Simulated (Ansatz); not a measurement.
Basis-set series for C₃H₁₁BSi, SMILES `BCC(C)[SiH3]`. The species carries charge 0 and has multiplicity 1. The structure was optimised at the PBE0-D4/def2-TZVP level. It is one conformer, not always the lowest.

```
functional       basis  functions  energy (Eh)  HOMO (eV)  LUMO (eV)
   PBE0-D4    def2-SVP        129   -434.74911      -8.18      -1.21
   PBE0-D4  def2-TZVPP        320   -435.00599      -8.17      -1.30
   ωB97M-V    def2-SVP        129   -434.91963     -10.36       0.84
   ωB97M-V  def2-TZVPP        320   -435.18964     -10.38       0.62
```

Give the rows for def2-QZVPP. (Best estimate.)

Computed: 
| functional | basis | functions | energy (Eh) | HOMO (eV) | LUMO (eV) |
| --- | --- | --- | --- | --- | --- |
| PBE0-D4 | def2-QZVPP | 628 | -435.02457 | -8.17 | -1.31 |
| ωB97M-V | def2-QZVPP | 628 | -435.20720 | -10.38 | 0.55 |

Positive LUMOs are unbound and depend on the basis.
